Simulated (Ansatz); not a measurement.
`C[B-]1(O)OC=CC=[O+]1`, relaxed with RKS PBE0-D4/def2-TZVP in Ansatz 0.2.0 from a PBE-D4/def2-SVP geometry. The force threshold is 0.005 eV/Å; the program also tests the step.

The species carries charge 0 and has multiplicity 1.

Start:

```xyz
15

C     0.096   -0.826   -1.971
B     0.251   -0.622   -0.395
O     0.885   -1.607    0.398
O     1.033    0.717   -0.122
C     0.756    1.461    0.886
C    -0.405    1.326    1.660
C    -1.351    0.385    1.233
O    -1.171   -0.411    0.242
H     1.087   -0.934   -2.461
H    -0.494   -1.738   -2.201
H    -0.418    0.028   -2.459
H     1.189   -2.351   -0.145
H     1.488    2.268    1.098
H    -0.606    1.993    2.506
H    -2.341    0.312    1.729
```

**Question.** By how much does the energy fall, and how many steps does the optimiser take? (An estimate is asked.)

**Answer.** Computed: 0.08 eV, in 6 steps.

**Question.** Which bonds change most? (An estimate is asked.)

**Answer.** The calculation gave: B2–O4 from 1.574 to 1.556 Å; C5–H13 from 1.110 to 1.092 Å; C7–H15 from 1.110 to 1.092 Å; B2–O8 from 1.573 to 1.555 Å.

**Question.** Give the relaxed structure. (Estimate.)

**Answer.** The calculation gave: 
```xyz
15

C     0.096   -0.820   -1.955
B     0.245   -0.608   -0.390
O     0.880   -1.598    0.388
O     1.012    0.719   -0.122
C     0.743    1.449    0.879
C    -0.394    1.304    1.656
C    -1.335    0.386    1.222
O    -1.161   -0.392    0.238
H     1.075   -0.927   -2.433
H    -0.482   -1.722   -2.176
H    -0.412    0.018   -2.441
H     1.178   -2.338   -0.139
H     1.456    2.251    1.079
H    -0.589    1.957    2.493
H    -2.313    0.323    1.702
```
